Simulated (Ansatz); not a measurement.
ZrBrCl3. The state is a triplet with charge 0. Geometry PBE0-D4/def2-SVP, that of the neutral singlet; atoms count from 1.

```tsv
atom	x (Å)	y (Å)	z (Å)
Zr1	-0.031	0.006	-0.010
Br2	2.288	-0.435	0.721
Cl3	-1.246	0.871	1.768
Cl4	-1.002	-1.977	-0.725
Cl5	-0.009	1.535	-1.755
```

In the def2 sets Zr takes a core potential; there is no spin–orbit coupling. At PBE0-D4/def2-TZVP a singlet of charge 0 lies 4.95 eV below the triplet at the same geometry.

Problem. Estimate the Mulliken populations from the PBE0/def2-TZVP orbitals of Ansatz.

Solution. 
| atom | charge (e) | spin (α − β) | d electrons |
| --- | --- | --- | --- |
| Zr1 | 1.05 | 0.85 | 2.37 |
| Br2 | -0.07 | 0.66 | – |
| Cl3 | -0.30 | 0.22 | – |
| Cl4 | -0.31 | 0.22 | – |
| Cl5 | -0.37 | 0.04 | – |
Mulliken values and Mayer orders depend strongly on the basis.

Problem. Where does the spin sit?

Solution. Summed by element: Zr 0.85, Br 0.66, Cl 0.49, of 2 unpaired in all. Largest on single atoms: Zr1 0.85, Br2 0.66, Cl3 0.22.

Problem. And the Mayer bond orders between bonded heavy atoms (over 0.3)?

Solution. Zr1–Br2 0.68 (2.47 Å); Zr1–Cl3 0.93 (2.32 Å); Zr1–Cl4 0.93 (2.32 Å); Zr1–Cl5 1.03 (2.32 Å).
